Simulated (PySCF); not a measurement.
BFH3N, SMILES B(N)F. Heavy atoms are numbered as in [BH:1]([F:3])[NH2:4]. Hydrogens are named by the atom that carries them.

Geometry optimised at B3LYP-D3(BJ)/def2-TZVP. Other conformers were not sampled.

These are PBE0/def2-TZVPD in PySCF values and carry that method's errors.

Mulliken values depend strongly on the basis, most of all with diffuse functions as here. Atomic charges (e), one atom of each kind:

```json
[
 {"atom": "B1 (BH)", "Mulliken": "0.20", "IAO": "0.40"},
 {"atom": "H on B1", "Mulliken": "0.01", "IAO": "-0.02"},
 {"atom": "F3", "Mulliken": "-0.33", "IAO": "-0.35"},
 {"atom": "N4 (NH2)", "Mulliken": "-0.25", "IAO": "-0.61"},
 {"atom": "H on N4", "Mulliken": "0.19", "IAO": "0.28"}
]
```
